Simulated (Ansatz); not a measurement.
Ideal-gas functions of C$_{2}$H$_{3}$F$_{3}$Si, SMILES `C=C[Si](F)(F)F` at 400 K and 1 bar, from an Ansatz frequency run at PBE0-D4/def2-TZVP.

Molar mass 112.13 g/mol, point group Cs (symmetry number 1), electronic degeneracy 1, moments of inertia 125.981, 229.286, 234.087 u Å². Harmonic wavenumbers (cm⁻¹, unscaled): 73, 162, 198, 283, 322, 355, 429, 554, 689, 895, 975, 977, 1030, 1034, 1044, 1301, 1450, 1678, 3144, 3162, 3231.

Use S(trans) = R[1.5 ln M + 2.5 ln T − 1.1517]; rotational temperatures θ = 24.2544 K / I; S(rot) = R[ln(√π/σ · √(T³/θAθBθC)) + 1.5]; for each mode x = 1.438777 ν̃/T, S = R[x/(eˣ − 1) − ln(1 − e⁻ˣ)] and H = RT x/(eˣ − 1); 1 cm⁻¹ = 0.0119627 kJ/mol; R = 8.31446 J/(mol·K).

Q: By hand: the entropy, in J/(mol·K).

A: Translation 173.8. Rotation: θ = 0.1925, 0.1058, 0.1036 K, giving 117.6. Vibration, mode by mode: 19.46, 12.92, 11.31, 8.52, 7.54, 6.82, 5.49, 3.83, 2.62, 1.45, 1.15, 1.15, 0.98, 0.97, 0.94, 0.44, 0.28, 0.14, 0.00, 0.00, 0.00, in all 86.0. Electronic 0.0. Sum 377.4 J/(mol·K).

Q: By hand: H − E and G − E in kJ/mol, counted from the electronic energy.

A: Zero-point energy ½ × 22986 × 0.0119627 = 137.5; thermal vibration 18.5; translation, rotation and pV give 4 RT = 13.3. H − E = 169.3 kJ/mol, and G − E = 169.3 − 400 × 377.4/1000 = 18.3 kJ/mol.

Vibration gives 23 % of the entropy, 19.5 J/(mol·K) of it from the mode under 150 cm⁻¹: soft modes count most, and the harmonic formula is weakest for them. The sum counts one conformer and one mirror image; others add a mixing term.
